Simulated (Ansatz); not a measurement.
Level of theory: frozen-core CCSD(T)/cc-pVTZ // ωB97X-D3(BJ)/def2-TZVP (Ansatz, a quantum-chemistry and plane-wave program). The restricted HF reference is unstable towards unrestricted orbitals.

Ansatz 0.2 input:
```yaml
crystal:
  periodic: [false, false, false]
  atoms:
    - { symbol: F, position_ang: [3.355002, -0.312275, 0.18087] }
    - { symbol: Si, position_ang: [1.766913, -0.397074, 0.352906] }
    - { symbol: Si, position_ang: [0.343972, 1.154287, -0.045394] }
    - { symbol: Si, position_ang: [-1.628594, -0.039315, -0.137266] }
    - { symbol: H, position_ang: [1.497745, -1.501023, 1.299178] }
    - { symbol: H, position_ang: [0.695743, 2.077534, -1.150369] }
    - { symbol: H, position_ang: [-1.998783, -0.47777, -1.505207] }
    - { symbol: H, position_ang: [-2.762186, 0.741889, 0.418149] }
    - { symbol: H, position_ang: [-1.416308, -1.231888, 0.723651] }
basis:
  gaussian: { orbitals: cc-pVTZ }
correlation:
  method: ccsd_t
```

Output:

```
Functional definition: HF
1180 factors; integrals over basis functions are off by at most 1.1e-3 eV
mean field evaluation 1: about -26370.9363 eV, gradient 2.8e1 eV
mean field evaluation 2: about -26371.2364 eV, gradient 2.8e1 eV
mean field evaluation 4: about -26373.5083 eV, gradient 3.3e0 eV
mean field evaluation 8: about -26373.5772 eV, gradient 2.1e-1 eV
mean field evaluation 16: about -26373.5778 eV, gradient 2.0e-6 eV
mean field -26373.57775508 eV, -969.2111058463 hartree, gradient 2.0e-6 eV, S^2 0.000000; 0 other end points of the search recorded, 0 dependent functions left out; unrestricted orbitals would lower it
16 core orbitals not correlated
reference -26373.57775508 eV, -969.2111058463 hartree; 12, 12 occupied and 174, 174 virtual orbitals, 1180 factors
second order -16.72787121 eV of doubles, -0.00000000 eV of singles
cycle   1  -17.47077832 eV  change   -7.4e-1 eV  update   1.1e-1
cycle   2  -17.98544494 eV  change   -5.1e-1 eV  update   3.7e-2
cycle   3  -18.10525823 eV  change   -1.2e-1 eV  update   2.0e-2
cycle   4  -18.09490992 eV  change    1.0e-2 eV  update   6.0e-3
cycle   5  -18.09098107 eV  change    3.9e-3 eV  update   2.6e-3
cycle   6  -18.09162135 eV  change   -6.4e-4 eV  update   9.8e-4
cycle   7  -18.09133492 eV  change    2.9e-4 eV  update   3.9e-4
cycle   8  -18.09134034 eV  change   -5.4e-6 eV  update   1.7e-4
cycle   9  -18.09145471 eV  change   -1.1e-4 eV  update   7.3e-5
cycle  10  -18.09145463 eV  change    8.1e-8 eV  update   2.7e-5
perturbative correction -0.71848844 eV, -0.0264039631 hartree
Total energy: -26392.38769815 eV, -969.9023585040 hartree
```

Cost: around 80 core-seconds (rough).
